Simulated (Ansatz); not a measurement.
Question: Predict a relaxed structure of [closo-2-(F)B9H8]2- (B₉H₈F²⁻), charge -2, singlet, at r2SCAN-D4/def2-SVPD (Ansatz).

Answer: 
```xyz
18

B     0.479   -1.200   -0.676
B    -0.222    0.349    1.365
B     0.371   -1.228    1.032
B     0.460    1.544    0.337
B    -1.083   -0.954    0.169
B    -0.815   -0.326   -1.406
B     0.541    0.708   -1.154
B     1.356    0.091    0.538
B    -1.021    0.985   -0.317
F    -0.675    0.692    2.670
H     1.002   -2.127   -1.275
H     0.628   -2.105    1.834
H     0.783    2.678    0.634
H    -2.073   -1.629    0.401
H    -1.412   -0.566   -2.440
H     1.109    1.209   -2.112
H     2.536    0.130    0.847
H    -1.964    1.749   -0.446
```
Point group Cs (tolerance 0.1 Å). This is one stationary point.

A multiply charged anion in the gas phase is held together partly by the finite basis. The highest occupied level of the charge -2 singlet lies above zero (up to 3.48 eV). The electron is either unbound and held by the finite basis, or the level is raised by self-interaction error.
